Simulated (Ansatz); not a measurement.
Computed with Ansatz on PBE0-D4/def2-TZVP structures; ΔE is electronic, products minus reactants. CCSD(T)/CBS adds triple-zeta CCSD(T) − MP2 to the extrapolated MP2 energy (def2 sets, frozen cores). Functionals use def2-TZVPP. Each species was taken in one conformer, which may not be the lowest.

`N[SiH2][SiH](N)F` + `N[SiH](Cl)CCl` → `N[SiH2]C[SiH](N)Cl` + `N[SiH](F)Cl`  (redistribution)

```
         level  ΔE (kcal/mol)
       ωB97M-V          -53.6
MP2/def2-TZVPP          -55.4
 HF/def2-QZVPP          -52.3
CCSD/CBS(def2)          -52.3
```

What does CCSD(T)/CBS give? (An estimate is asked.)

Ansatz gave: -52.2 kcal/mol. The listed levels differ from it by -1.4, -3.2, -0.1, -0.1 kcal/mol.

Largest T1 diagnostic among the species: 0.011.

The D4 term adds −1.9 kcal/mol with B3LYP and −1.0 kcal/mol with PBE0; it sums over pairs of atoms, weighted by their polarisabilities, and B3LYP, whose exchange is more repulsive, gets the larger term. From PBE to PBE0 (25 % exact exchange), in def2-TZVPP and without D4, ΔE moves by −2.7 kcal/mol.

CCSD(T)/CBS has its own doubt, a few kJ/mol and more with outer-core shells, so smaller differences from it don't rank the levels.

B3LYP here is the variant with VWN-RPA as its local correlation; programs differ in this.
